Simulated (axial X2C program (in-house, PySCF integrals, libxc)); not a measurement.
# Photoelectron levels of TeBr⁻ by EOM-IP-CCSD

Calculated with an in-house all-electron X2C program for linear molecules (integrals from PySCF): two-component X2C with atomic mean-field Coulomb and Gaunt terms, Gaussian nuclei, basis Te dyall-acv3z, Br dyall-acv3z with contracted cores.

R = 2.998 Å (1.150 times 2.607 Å, the PBE0 minimum at charge -1 for the lowest determinant).

Vertical detachment energies of TeBr⁻ to the states of TeBr:

```json
{"Ω of TeBr": "3/2", "vertical detachment energy (eV)": "3.084", "above lowest (cm⁻¹)": "0", "ionised spinor": "89% Te pπ, 7% Br pπ", "one-hole weight": "0.92"}
{"Ω of TeBr": "1/2", "vertical detachment energy (eV)": "3.551", "above lowest (cm⁻¹)": "3762", "ionised spinor": "76% Te pπ, 9% Br pπ, 8% Br pσ", "one-hole weight": "0.92"}
{"Ω of TeBr": "3/2", "vertical detachment energy (eV)": "4.983", "above lowest (cm⁻¹)": "15315", "ionised spinor": "90% Br pπ, 7% Te pπ", "one-hole weight": "0.91"}
{"Ω of TeBr": "1/2", "vertical detachment energy (eV)": "5.295", "above lowest (cm⁻¹)": "17826", "ionised spinor": "86% Br pπ, 10% Te pπ", "one-hole weight": "0.91"}
{"Ω of TeBr": "1/2", "vertical detachment energy (eV)": "5.673", "above lowest (cm⁻¹)": "20875", "ionised spinor": "68% Br pσ, 20% Te pσ", "one-hole weight": "0.87"}
```

Problem. Take the first Ω = 1/2 and Ω = 3/2 rows of π character: how far apart are they, and which lies lower?

Solution. E(3/2) − E(1/2) = 0 − 3762 = -3762 cm⁻¹ at EOM-IP-CCSD: inverted, Ω = 3/2 lower. Splittings at this level can be off by ten to twenty per cent.

This point took 17 s on 1 thread of Arm Neoverse V1 (shared host).

Reference electrons by ω block (each with its −ω partner): 1/2: 28, 3/2: 13, 5/2: 3. 14 electrons of TeBr⁻ correlated (inner shells frozen), 92 natural virtual spinors (a truncated set); levels can be off by some tenths of an eV. Roots sought by Ω: (1/2: 4, 3/2: 3, 5/2: 1); the list ends where they run out and leaves out roots under 60 % one-particle weight. The solver can skip a root, and states that need a further excitation, which the method places far too high, are missing though they may lie low or lowest. T1 of the reference 0.016 (Lee–Taylor). Number of frozen shells: Te 4 s, 3 p, 2 d; Br 3 s, 2 p, 1 d.
